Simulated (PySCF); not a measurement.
# Reading the logs of faulty runs: BClGeH4Si

Calculated results; nothing here was measured. The program is PySCF 2.14.0, an open-source quantum chemistry code, run on an isolated molecule that a program drew, which may never have been made. The molecule is BClGeH4Si (charge 0, singlet), drawn as the SMILES string `[SiH3][B](Cl)[GeH]`.

Each row is a Hartree-Fock (HF) and frozen-core CCSD(T) single point in the cc-pV(D+d)Z basis, meant for a local HF minimum. Run 1 is clean. Each other run has one planted mistake out of seven kinds, and not every kind appears here: one electron removed, one electron added, multiplicity raised by two, geometry at a saddle point, minimal basis STO-3G, one bond length entered in bohr, all coordinates scaled. The reference is restricted for singlets and unrestricted otherwise, and also for a bond in bohr. Adding or removing an electron swaps singlet and doublet. Electrons count all cores. HOMO and LUMO are orbital energies over both spins, the gradient is its largest component, and the lowest frequency (negative if imaginary) is given only where the gradient is small. Bond lengths are over the 7 bonds as drawn. T1 is the CCSD diagnostic: over 0.02 (restricted) or 0.045 (unrestricted) a single reference is doubtful. Germanium has the cc-pVDZ-PP basis, with a core potential (ECP10MDF) in place of its 10 inner electrons, and its 3s, 3p and 3d shells are frozen in CCSD(T).

Geometry of the clean run:
```xyz
8
BClGeH4Si, angstrom
Si    0.8357    0.7566   -3.6211
B    -0.2653    0.7500   -1.8922
Cl   -0.2284    2.2476   -0.9155
Ge   -1.4901   -0.7895   -1.1312
H     2.2561    1.0451   -3.3078
H     0.3148    1.8011   -4.5373
H     0.7593   -0.5549   -4.3134
H    -0.2462   -1.4098   -0.3685
```

```
run,electrons,basis functions,<S^2>,HOMO (eV),LUMO (eV),gradient (hartree/bohr),lowest frequency (cm^-1),mean bond (Å),longest bond (Å),T1,HF (hartree),CCSD(T) (hartree),mistake
1,72,103,0.000,-8.67,0.16,1.8e-05,57,1.7121,2.109,0.0165,-1068.81468,-1069.28685,no fault
2,71,103,0.788,-15.68,-6.71,5.9e-02,-,1.7121,2.109,0.0266,-1068.53237,-1068.98560,one electron removed
3,72,103,1.125,-9.01,-0.74,1.3e-02,-,1.9394,3.379,0.0456,-1068.69613,-1069.14013,one bond length entered in bohr
4,72,103,0.000,-8.81,-0.09,3.5e-02,-,1.8388,2.265,0.0172,-1068.78475,-1069.26010,all coordinates scaled
5,72,103,2.028,-7.86,-0.42,2.5e-02,-,1.7121,2.109,0.0217,-1068.78415,-1069.24163,?
6,73,103,0.764,-1.39,6.06,2.1e-02,-,1.7121,2.109,0.0215,-1068.83636,-1069.32010,?
```

**Which mistake was planted in run 5, and what did it cost?**

Electrons, basis and geometry are unchanged, and <S^2> is 2.028, beside S(S+1) = 2.00 for a multiplicity of 3. So the mistake is: multiplicity raised by two. Subtracting run 1 and multiplying by 627.51 kcal/mol a hartree, the energy moved by 19.2 kcal/mol in HF and 28.4 kcal/mol in CCSD(T).

**Which mistake was planted in run 6, and what did it cost?**

It counts 73 electrons, one more than the clean run, at the same geometry and basis. So the mistake is: one electron added. Subtracting run 1 and multiplying by 627.51 kcal/mol a hartree, the energy moved by -13.6 kcal/mol in HF and -20.9 kcal/mol in CCSD(T).

Cautions from the logs. Run 3: T1 is over the limit, so its CCSD(T) energy is less reliable.
